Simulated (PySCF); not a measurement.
C₄H₃S, doublet, geometry from GFN2-xTB. Base run: PBE/6-31G in PySCF.

The PySCF input:
```python
from pyscf import gto, scf, dft

mol = gto.M(
    atom='''
C     0.41047637   -1.39328892   -0.18344938
C     1.23247863   -0.35476814   -0.15707414
S     0.28150493    1.10974650    0.08658406
C    -1.17618315    0.18464828    0.13407073
C    -0.96017171   -1.14882389   -0.02420000
H     2.29379584   -0.27638475   -0.25285561
H    -2.10966106    0.69299398    0.27768379
H    -1.72781451   -1.89915720   -0.02625646
''',
    basis='6-31g',
    spin=1,
    verbose=4,
    symmetry=True,
)

mf = dft.UKS(mol)
mf.xc = 'pbe'
mf.kernel()
mf.analyze()
```

Variants of this job, named by their change:

| change | ΔE vs base (eV) | point group used | SCF cycles |
|---|---|---|---|
| base | 0.00 | Cs | 12 |
| irrep_nelec = A':(17, 17) A":(5, 4) | 5.19 | Cs | 13 |
| symmetry = off | 0.00 | C1 | 12 |
| irrep_nelec = A':(19, 17) A":(3, 4) | 6.56 | Cs | 16 |

Open shells are given as the SCF converged; they aren't shown to be the lowest states, and a large step between rows can be another state.
